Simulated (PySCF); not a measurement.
Species: C4H7FOSi2.
Numbering: `[CH:1]#[C:2][C@@:3]1([F:4])[CH2:5][SiH2:6][O:7][SiH2:8]1` (hydrogens: H9 on C1; H10, H11 on C5; H12, H13 on Si6; H14, H15 on Si8)

The geometry is computed with GFN2-xTB (gas phase).

Problem. Give the optimised bond lengths and angles.

Solution. 
| bond | length (Å) | order |
| --- | --- | --- |
| C1≡C2 | 1.198 | triple |
| C2–C3 | 1.441 | single |
| C3–F4 | 1.414 | single |
| C3–C5 | 1.536 | single |
| C5–Si6 | 1.910 | single |
| Si6–O7 | 1.649 | single |
| O7–Si8 | 1.630 | single |
| C3–Si8 | 1.943 | single |
| C1–H9 | 1.049 | single |
| C5–H10 | 1.092 | single |
| C5–H11 | 1.090 | single |
| Si6–H12 | 1.456 | single |
| Si6–H13 | 1.457 | single |
| Si8–H14 | 1.457 | single |
| Si8–H15 | 1.452 | single |

Orders are formal, as drawn. A selection of angles:
| angle | degrees |
| --- | --- |
| C1–C2–C3 | 179.8 |
| C2–C3–F4 | 108.3 |
| C2–C3–C5 | 111.8 |
| C2–C3–Si8 | 116.2 |
| F4–C3–C5 | 107.3 |
| F4–C3–Si8 | 104.6 |
| C5–C3–Si8 | 107.9 |
| C3–C5–Si6 | 107.2 |
| C5–Si6–O7 | 97.9 |
| Si6–O7–Si8 | 121.5 |
| C3–Si8–O7 | 97.1 |

Dihedral angles: C2–C3–C5–Si6 159° (antiperiplanar); C3–C5–Si6–O7 -26° (synperiplanar); C5–Si6–O7–Si8 11° (synperiplanar); Si6–O7–Si8–C3 4° (synperiplanar); C2–C3–Si8–O7 -149° (anticlinal).

The 5-membered ring C3–C5–Si6–O7–Si8 has internal angles of 97.1° to 121.5° (sum 532°, against 540° for a flat polygon); it is puckered, 0.14 Å rms from its mean plane, widest ring torsion 30°. The C–Si distances run from 1.910 Å (C5–Si6, drawn single) to 1.943 Å (C3–Si8, drawn single), a spread of 0.033 Å. Si6 (oxygen-bound silicon) is distorted tetrahedral (angles from 97.9° to 116.0°). Si8 (oxygen-bound silicon) is distorted tetrahedral (angles from 97.1° to 118.3°). The C–C distances run from 1.198 Å (C1≡C2, drawn triple) to 1.536 Å (C3–C5, drawn single), a spread of 0.338 Å.

Point group: C1 (no symmetry element, even within 0.4 Å). GFN2-xTB frequencies: not computed here. The numbers are those of one conformer.
